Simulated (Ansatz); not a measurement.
Molecular dynamics of H7NO2Si2

input.yaml

```yaml
crystal:
  periodic: [false, false, false]
  atoms:
    - { symbol: Si, position_ang: [-0.158609, -0.110705, -0.119745] }
    - { symbol: O, position_ang: [-0.332643, -0.356697, 1.521471] }
    - { symbol: H, position_ang: [-0.975041, 0.400538, 1.785176] }
    - { symbol: "N", position_ang: [1.516356, -0.468041, -0.322887] }
    - { symbol: H, position_ang: [2.131388, -0.763451, 0.510136] }
    - { symbol: H, position_ang: [1.964102, -0.719525, -1.287564] }
    - { symbol: Si, position_ang: [-0.964169, 1.934948, -0.780608] }
    - { symbol: H, position_ang: [-2.393557, 1.820592, -0.527025] }
    - { symbol: H, position_ang: [-0.41463, 3.013779, 0.050776] }
    - { symbol: H, position_ang: [-0.761388, 2.32481, -2.186945] }
    - { symbol: O, position_ang: [-1.28209, -1.222721, -0.866383] }
    - { symbol: H, position_ang: [-1.058145, -1.999146, -0.212875] }
basis:
  gaussian: { orbitals: STO-3G }
hamiltonian:
  xc: pbe
  dispersion: d4
md:
  timestep: 0.5
  n_steps: 250
  ensemble: nvt_nose_hoover
  temperature: 200.0
  initial_velocities: maxwell_boltzmann
  seed: 895570
  nose_hoover: { tau: 100.0, chain_length: 5 }
```

Command:

```bash
$ ansatz run input.yaml --threads 1 --pin off --max-ram 2048MiB --backend cpu --events-out ev --progress --plain --runs-dir out
```

It goes on from the last frame of an earlier run, with new velocities.

Output, in part (step lines, the closing report, with atoms numbered from 0):

```
md step     0: t =     0.00 fs  T =   200.0 K  F+E_penalty+E_count = -21179.31274540 eV  E_kin = 0.258520 eV  conserved = -21179.05422541 eV  (23 SCF iters)
md step     1: t =     0.50 fs  T =   205.7 K  F+E_penalty+E_count = -21179.32047834 eV  E_kin = 0.265915 eV  conserved = -21179.05456325 eV  (27 SCF iters)
md step     2: t =     1.00 fs  T =   218.0 K  F+E_penalty+E_count = -21179.33688144 eV  E_kin = 0.281761 eV  conserved = -21179.05511958 eV  (27 SCF iters)
md step     3: t =     1.50 fs  T =   230.2 K  F+E_penalty+E_count = -21179.35332296 eV  E_kin = 0.297573 eV  conserved = -21179.05574755 eV  (27 SCF iters)
md step     4: t =     2.00 fs  T =   235.2 K  F+E_penalty+E_count = -21179.36029180 eV  E_kin = 0.304063 eV  conserved = -21179.05622273 eV  (28 SCF iters)
md step     5: t =     2.50 fs  T =   228.0 K  F+E_penalty+E_count = -21179.35099233 eV  E_kin = 0.294692 eV  conserved = -21179.05628703 eV  (27 SCF iters)
md step     6: t =     3.00 fs  T =   208.5 K  F+E_penalty+E_count = -21179.32525129 eV  E_kin = 0.269446 eV  conserved = -21179.05578394 eV  (27 SCF iters)
md step     7: t =     3.50 fs  T =   183.2 K  F+E_penalty+E_count = -21179.29161801 eV  E_kin = 0.236746 eV  conserved = -21179.05484325 eV  (27 SCF iters)
[... lines left out ...]
Total energy: -21179.43573931 eV, -778.3299074824 hartree
Atom 0 at    -0.212147    -0.106582    -0.065125 Å, force     0.824518    -0.798655    -1.646013 eV/Å
Atom 1 at    -0.340088    -0.441861     1.578347 Å, force     0.136653    -0.293778     1.599108 eV/Å
Atom 2 at    -1.295034    -0.809656     1.724003 Å, force     0.046887     0.183469    -0.216736 eV/Å
Atom 3 at     1.604654    -0.266224    -0.288070 Å, force    -0.132058    -0.908667    -0.050443 eV/Å
Atom 4 at     1.984133    -1.308842    -0.287107 Å, force    -0.814445     1.916836    -0.262707 eV/Å
Atom 5 at     2.021216     0.218994    -1.162115 Å, force    -0.660355    -0.770797     0.674009 eV/Å
Atom 6 at    -0.900717     1.915606    -0.853151 Å, force     0.302083    -0.288752    -0.899209 eV/Å
Atom 7 at    -2.136131     2.308444    -0.236851 Å, force    -0.311976     0.282860     0.383775 eV/Å
Atom 8 at     0.096339     2.963997    -0.781979 Å, force     0.068833     0.146398     0.348799 eV/Å
Atom 9 at    -1.197915     1.838950    -2.282820 Å, force    -0.000872    -0.173899     0.130148 eV/Å
Atom 10 at    -1.351177    -1.223324    -0.827634 Å, force     0.150977    -0.050450     0.042219 eV/Å
Atom 11 at    -1.268362    -2.153364    -0.343657 Å, force     0.389754     0.755435    -0.102948 eV/Å
Dipole moment:    -0.083864    -0.266417    -0.097702 e Å
```

The steps, from the saved trajectory:

```json
{"time (fs)": "0", "T (K)": "200", "potential energy less start (eV)": "0.000", "conserved less start (meV/atom)": "0.00"}
{"time (fs)": "4", "T (K)": "163", "potential energy less start (eV)": "0.048", "conserved less start (meV/atom)": "0.02"}
{"time (fs)": "8", "T (K)": "194", "potential energy less start (eV)": "0.007", "conserved less start (meV/atom)": "-0.02"}
{"time (fs)": "12", "T (K)": "280", "potential energy less start (eV)": "-0.105", "conserved less start (meV/atom)": "-0.16"}
{"time (fs)": "16", "T (K)": "303", "potential energy less start (eV)": "-0.136", "conserved less start (meV/atom)": "-0.17"}
{"time (fs)": "20", "T (K)": "276", "potential energy less start (eV)": "-0.101", "conserved less start (meV/atom)": "-0.12"}
{"time (fs)": "24", "T (K)": "265", "potential energy less start (eV)": "-0.088", "conserved less start (meV/atom)": "-0.08"}
{"time (fs)": "28", "T (K)": "301", "potential energy less start (eV)": "-0.134", "conserved less start (meV/atom)": "-0.01"}
{"time (fs)": "32", "T (K)": "360", "potential energy less start (eV)": "-0.214", "conserved less start (meV/atom)": "-0.06"}
{"time (fs)": "36", "T (K)": "274", "potential energy less start (eV)": "-0.108", "conserved less start (meV/atom)": "-0.09"}
{"time (fs)": "40", "T (K)": "226", "potential energy less start (eV)": "-0.048", "conserved less start (meV/atom)": "-0.09"}
{"time (fs)": "44", "T (K)": "271", "potential energy less start (eV)": "-0.109", "conserved less start (meV/atom)": "-0.05"}
{"time (fs)": "48", "T (K)": "284", "potential energy less start (eV)": "-0.131", "conserved less start (meV/atom)": "0.00"}
{"time (fs)": "52", "T (K)": "313", "potential energy less start (eV)": "-0.175", "conserved less start (meV/atom)": "-0.09"}
{"time (fs)": "56", "T (K)": "312", "potential energy less start (eV)": "-0.181", "conserved less start (meV/atom)": "-0.14"}
{"time (fs)": "60", "T (K)": "304", "potential energy less start (eV)": "-0.177", "conserved less start (meV/atom)": "-0.17"}
{"time (fs)": "64", "T (K)": "217", "potential energy less start (eV)": "-0.071", "conserved less start (meV/atom)": "-0.14"}
{"time (fs)": "68", "T (K)": "119", "potential energy less start (eV)": "0.053", "conserved less start (meV/atom)": "0.00"}
{"time (fs)": "72", "T (K)": "161", "potential energy less start (eV)": "-0.004", "conserved less start (meV/atom)": "0.03"}
{"time (fs)": "76", "T (K)": "223", "potential energy less start (eV)": "-0.091", "conserved less start (meV/atom)": "-0.03"}
{"time (fs)": "80", "T (K)": "220", "potential energy less start (eV)": "-0.094", "conserved less start (meV/atom)": "-0.11"}
{"time (fs)": "84", "T (K)": "203", "potential energy less start (eV)": "-0.078", "conserved less start (meV/atom)": "-0.14"}
{"time (fs)": "88", "T (K)": "279", "potential energy less start (eV)": "-0.181", "conserved less start (meV/atom)": "-0.17"}
{"time (fs)": "92", "T (K)": "355", "potential energy less start (eV)": "-0.288", "conserved less start (meV/atom)": "-0.15"}
{"time (fs)": "96", "T (K)": "293", "potential energy less start (eV)": "-0.218", "conserved less start (meV/atom)": "-0.04"}
{"time (fs)": "100", "T (K)": "222", "potential energy less start (eV)": "-0.135", "conserved less start (meV/atom)": "-0.01"}
{"time (fs)": "104", "T (K)": "238", "potential energy less start (eV)": "-0.164", "conserved less start (meV/atom)": "-0.08"}
{"time (fs)": "108", "T (K)": "335", "potential energy less start (eV)": "-0.301", "conserved less start (meV/atom)": "-0.18"}
{"time (fs)": "112", "T (K)": "336", "potential energy less start (eV)": "-0.314", "conserved less start (meV/atom)": "-0.17"}
{"time (fs)": "116", "T (K)": "249", "potential energy less start (eV)": "-0.212", "conserved less start (meV/atom)": "-0.06"}
{"time (fs)": "120", "T (K)": "205", "potential energy less start (eV)": "-0.165", "conserved less start (meV/atom)": "-0.02"}
{"time (fs)": "124", "T (K)": "186", "potential energy less start (eV)": "-0.150", "conserved less start (meV/atom)": "-0.07"}
```

All steps were run. The conserved energy stayed within 0.2 meV per atom of its start (net change -0.032 meV per atom), so the integration is sound. The mean temperature of the second half is 22 % above the set value. A run of 0.12 ps of so small a system gives no equilibrium averages. Limits of this set-up: minimal basis.

The same pairs are bonded in the first frame and the last. Pairs count as bonded within 1.25 times the sum of covalent radii (0.12 Å more for H–H).

Last frame:

```xyz
12
Properties=species:S:1:pos:R:3
Si -0.212 -0.107 -0.065
O -0.340 -0.442 1.578
H -1.295 -0.810 1.724
N 1.605 -0.266 -0.288
H 1.984 -1.309 -0.287
H 2.021 0.219 -1.162
Si -0.901 1.916 -0.853
H -2.136 2.308 -0.237
H 0.096 2.964 -0.782
H -1.198 1.839 -2.283
O -1.351 -1.223 -0.828
H -1.268 -2.153 -0.344
```

Run time: 11 min on 1 thread of Arm Neoverse V1, on a shared host, peak memory 0.098 GiB.
